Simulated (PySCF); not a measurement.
**Radial density of Zr⁺ (zirconium, charge +1)**

UHF, [Kr] 4d2 5s1, high-spin 4F determinant. Computed with PySCF 2.14 in cc-pVTZ-PP with ECP28MDF (5s5p4d2f1g, 63 functions), with scalar relativity through the core potential. This is the valence pseudo-density: the core potential removes the inner electrons and smooths the orbitals near the nucleus.

| r (bohr) | 4πr²ρ (e/bohr) | 4πr²(ρα − ρβ) |
| --- | --- | --- |
| 0.0387 | 1.656e-05 | 0.0000 |
| 0.0651 | 4.425e-05 | 0.0000 |
| 0.110 | 0.0001656 | 0.0000 |
| 0.184 | 0.001328 | 0.0002 |
| 0.310 | 0.02184 | 0.0025 |
| 0.521 | 0.6208 | 0.0448 |
| 0.877 | 6.232 | 0.4131 |
| 1.47 | 6.852 | 1.0208 |
| 2.48 | 1.516 | 0.9677 |
| 4.17 | 0.3315 | 0.3283 |
| 7.02 | 0.01516 | 0.0152 |
| 11.8 | 6.611e-05 | 0.0001 |

Energies and moments cover only the electrons outside the core potential.
